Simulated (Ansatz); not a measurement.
Species: SnF3 (charge 0, doublet). It need not be the lowest isomer of its formula. 
Geometry from a B3LYP-D3(BJ)/def2-TZVP (Ansatz, a quantum-chemistry and plane-wave program) optimisation:
```xyz
4

Sn    -0.1353    -0.2000    -0.1024
F     -1.1552     1.4321    -0.0264
F      0.4520    -0.5390     1.7003
F      1.4550     0.2183    -1.1051
```
Charge 0, spin multiplicity 2.

Wanted: atomisation energy (electronic, to ground-state atoms), in kJ/mol. Valence correlation only, unless marked. UHF or UKS for open shells. Spin-orbit coupling is left out. Frozen are the shells of the preceding noble gas and the d and f shells that filled before the atom's block. In def2 rows, elements after Kr have scalar-relativistic effective core potentials. STO-3G rows are all-electron and non-relativistic. The coupled-cluster limit lacks core correlation, which all-electron functionals hold. CBS(X,Y): correlation extrapolated as X^-3; Hartree-Fock from the larger set. [CCSD(T)-MP2]/basis is that difference in the basis named.

| level | program | atomisation energy (kJ/mol) |
|---|---|---|
| HF/STO-3G | Ansatz | 574.5 |

Problem. What does RI-MP2/CBS(def2-TZVPP,def2-QZVPP)+[CCSD(T)-MP2]/def2-TZVPP (Ansatz) give?

Solution. 1302.8 kJ/mol
